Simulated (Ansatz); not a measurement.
`[Cl][In@H-]1[Cl+][In@@H-]([Cl])[Cl+]1`, relaxed with RKS PBE0-D4/def2-TZVP in Ansatz 0.2.0 from a GFN2-xTB geometry. The force threshold is 0.005 eV/Å; the program also tests the step.

Charge 0, multiplicity 1. In takes the def2 core potential.

Start:

```xyz
8

Cl    1.060   -1.325   -2.942
In    1.369   -1.020   -0.719
Cl   -0.788   -1.412    0.488
In   -1.257    1.003    0.922
Cl   -2.959    1.605   -0.448
Cl    0.925    1.392   -0.240
H     2.536   -1.501    0.394
H    -0.887    1.257    2.545
```

Problem. How much energy does the relaxation release, and in how many steps? (Best estimate.)

Solution. Ansatz gave: 9.39 kJ/mol, in 14 steps.

Problem. Which bonds change most? (Estimate.)

Solution. Computed: Cl1–In2 from 2.266 to 2.306 Å; In4–Cl5 from 2.266 to 2.306 Å; In2–Cl6 from 2.498 to 2.529 Å; Cl3–In4 from 2.499 to 2.529 Å.

Problem. Give the relaxed structure. (An estimate is asked.)

Solution. Computed: 
```xyz
8

Cl    0.689   -1.153   -2.862
In    1.377   -1.007   -0.665
Cl   -0.713   -1.480    0.674
In   -1.215    0.983    0.953
Cl   -2.709    1.452   -0.740
Cl    1.050    1.431   -0.074
H     2.740   -1.628    0.121
H    -1.218    1.403    2.592
```
